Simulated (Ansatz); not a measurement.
Basis sets compared for the cluster Be4O3⁺. Charge 1, multiplicity 2. Geometry PBE0-D4/def2-SVP. Ansatz on 4 threads of Arm Neoverse V2 on a shared host; times are rough, and most runs start from earlier orbitals.

```xyz
7

Be   -0.982    1.096   -0.148
Be    0.596   -0.266   -1.327
Be    0.736    0.254    0.691
Be   -0.727   -1.214    0.428
O     0.753   -1.213   -0.088
O    -0.867    0.184    1.123
O     0.491    1.159   -0.680
```

Another isomer (doublet) lies 0.79 eV lower at PBE0-D4/def2-TZVP; other spin states weren't run for this one.

```tsv
level	functions	energy (Eh)	HOMO (eV)	LUMO (eV)	wall time
HF/STO-3G	35	-279.4473	-9.80	-2.70	0.15 s
PBE-D4/def2-SVP	78	-284.0537	-9.86	-8.84	1.1 s
PBE0-D4/def2-SVP	78	-284.0587	-10.44	-7.95	1.6 s
```

(1) Estimate the rows for HF/def2-TZVP, PBE-D4/def2-TZVP (with forces), PBE0-D4/def2-TZVP.

Results:

(1) 
| level | functions | energy (Eh) | HOMO (eV) | LUMO (eV) | wall time |
| --- | --- | --- | --- | --- | --- |
| HF/def2-TZVP | 169 | -283.2654 | -11.63 | -4.64 | 1.2 s |
| PBE-D4/def2-TZVP (with forces) | 169 | -284.4190 | -9.67 | -8.63 | 2.6 s |
| PBE0-D4/def2-TZVP | 169 | -284.4278 | -10.23 | -7.75 | 3.3 s |
